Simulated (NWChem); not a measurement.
Molecule: HfNH$_{2}$SF; SMILES [F][Hf](=[S])[NH2]

```xyz
6

Hf    -0.0160     0.1867     0.1784
S     -0.1827    -2.0023    -0.2066
F     -1.4555     1.2565    -0.5237
N      1.7999     0.7745    -0.4684
H      2.0346     1.7193    -0.7718
H      2.5413     0.1475    -0.7753
```
Atoms are numbered in this order, from 1.

Computed with NWChem. Medium grid unless said otherwise, to which SCAN and Minnesota functionals are sensitive. Coordinates come from a PBE0/def2-SVP optimisation. def2 effective core potentials on Hf; no spin-orbit coupling.

**Question.** Order these by “orbital gap (eV)”, lowest first: RPBE/def2-SVP; PBE0/def2-SVP; M05-2X/def2-SVP; Hartree-Fock/def2-SVP.

**Answer.** RPBE/def2-SVP (1.95), PBE0/def2-SVP (3.76), M05-2X/def2-SVP (5.58), Hartree-Fock/def2-SVP (8.40)
